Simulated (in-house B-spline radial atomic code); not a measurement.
How numerical settings move a run on P7+, [He] 2s2 2p4. Computed with a B-spline radial code for spherical atoms: non-relativistic revTPSS, spherical fractional occupations, point nucleus.

Command:
```bash
python run_scf.py task.json out
```
Settings of the sound reference run:
```
Z                15
electrons        8
configuration    [He] 2s2 2p4
hamiltonian      nr
method           revtpss,revtpss
spin_polarised   False
knot_spacing     0.22
spline_order     8
gauss_points     12
box_radius       7.79
max_iterations   70
damping          0.5
damped_steps     3
diis_vectors     10
tolerance        1e-08
start            Thomas-Fermi
```

Run time, properties included: 0.24 s on 1 thread of Arm Neoverse N1, on a shared host.

It converges in 7 iterations to -316.679111 hartree, with 2p at -291.441 eV. The other runs change the listed settings, some to values that make no sense; their results aren't properties of the atom or ion. Radii are in bohr (the nuclear one in fm), a minus after a letter asks for a j subshell, and «unchanged» means within 1e-8 hartree. The run stops when the residual is below 10 × tolerance × max(1, Z/10), or a noise floor if that is larger, and the energy moves by less than 1e-8 × √|E| hartree; so very loose and very tight tolerances often act alike.

```tsv
changed settings	outcome
knot_spacing = 0.4	converged in 7 iterations, energy +8.45e-05 hartree from the reference, 2p level -1.0e-03 eV
tolerance = 1e-06	converged in 6 iterations, energy unchanged, 2p level -9.9e-05 eV
spline_order = 10, first_knot = 0.00667, max_iterations = 60, tolerance = 0.0001	converged in 5 iterations, energy -1.46e-06 hartree from the reference, 2p level +8.7e-04 eV
tolerance = 1e-05	converged in 5 iterations, energy unchanged, 2p level +8.4e-04 eV
max_iterations = 12	converged in 7 iterations, energy unchanged
knot_spacing = 0.55	converged in 7 iterations, energy +1.05e-03 hartree from the reference, 2p level +1.8e-03 eV
knot_spacing = 0.75	converged in 7 iterations, energy +4.68e-02 hartree from the reference, 2p level -2.6e-02 eV
max_iterations = 2	not converged after 2 iterations, last residual 8.0e-04, last energy +2.39e-06 hartree from the reference
max_iterations = 75, damping = 0.2, damped_steps = 1, tolerance = 0.0001	converged in 4 iterations, energy unchanged, 2p level -3.4e-04 eV
max_iterations = 100, diis_vectors = 0, start = bare nucleus	converged in 15 iterations, energy unchanged, 2p level +6.3e-07 eV
knot_spacing = 1	converged in 7 iterations, energy +2.06e-01 hartree from the reference, 2p level -1.0e-01 eV
knot_spacing = 0.15	converged in 7 iterations, energy -2.26e-06 hartree from the reference, 2p level +2.4e-05 eV
electrons = 11, configuration = [He] 2s2 2p4 3s3, max_iterations = 100	stopped with error: shell 3s holds at most 2 electrons
max_iterations = 3	not converged after 3 iterations, last residual 3.7e-04, last energy +3.62e-07 hartree from the reference
```

Question: What happens with knot_spacing = 1.4?

Answer: Converged in 7 iterations, energy +1.88e+00 hartree from the reference, 2p level -5.7e-01 eV (the program warns: 1s reaches the box edge).

Question: What happens with knot_spacing = 0.3?

Answer: Converged in 7 iterations, energy +3.17e-05 hartree from the reference, 2p level -9.5e-05 eV.

Question: What happens with knot_spacing = 0.4, spline_order = 10, gauss_points = 3, max_iterations = 50?

Answer: Converged in 7 iterations, energy -7.73e+04 hartree from the reference, 2p level +3.7e+01 eV.

Question: What happens with max_iterations = 5?

Answer: Not converged after 5 iterations, last residual 1.7e-05, last energy +2.69e-09 hartree from the reference.
